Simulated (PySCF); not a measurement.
furan-2-ylsilane (C₄H₆OSi), SMILES [SiH3]c1ccco1. Geometry optimised at PBE-D3(BJ)/def2-SVP.

Computed equilibrium geometry at PBE-D3(BJ)/def2-SVP (PySCF confirms it by a frequency run) as Cartesian coordinates in Å, and its point group:
point group Cs.
```xyz
12

Si    -0.0062    -2.0578     0.0000
C      0.0989    -0.1888     0.0000
C      1.1690     0.6902     0.0000
C      0.6244     2.0155     0.0000
C     -0.7425     1.8583     0.0000
O     -1.0729     0.5406     0.0000
H     -0.7276    -2.5657    -1.2186
H     -0.7276    -2.5657     1.2186
H      1.4055    -2.5718     0.0000
H      2.2289     0.4108     0.0000
H      1.1734     2.9636     0.0000
H     -1.5814     2.5626     0.0000
```
Charge 0, spin multiplicity 1.
